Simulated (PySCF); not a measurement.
Computed IR spectrum (relative IR intensity) of a molecule CH8N2Si2. Coordinates come from a PBE-D3(BJ)/def2-SVP optimisation. The values are those of a single conformer. These are PBE-D3(BJ)/def2-SVP run with PySCF values and carry that method's errors. Frequencies are harmonic and unscaled.

Lines under 2 % of the strongest are left out, and lines within 2 cm⁻¹ are merged.

```tsv
ν (cm⁻¹)	relative intensity
303	30
348	37
397	24
410	18
437	6.1
502	37
556	15
633	6.5
679	51
697	11
713	17
788	45
821	7.8
856	26
902	50
925	83
1036	7.9
1117	11
1288	19
1482	26
2103	100
2135	48
2147	61
2922	36
2964	16
3495	13
3599	11
```

Q: Which structure fits?
A. N[SiH2]/C=N/[SiH3]
B. N[Si@H]1CN[SiH2]1
C. C1N[SiH2]N[SiH2]1
D. N[Si@H]1NC[SiH2]1

A: D, N[Si@H]1NC[SiH2]1
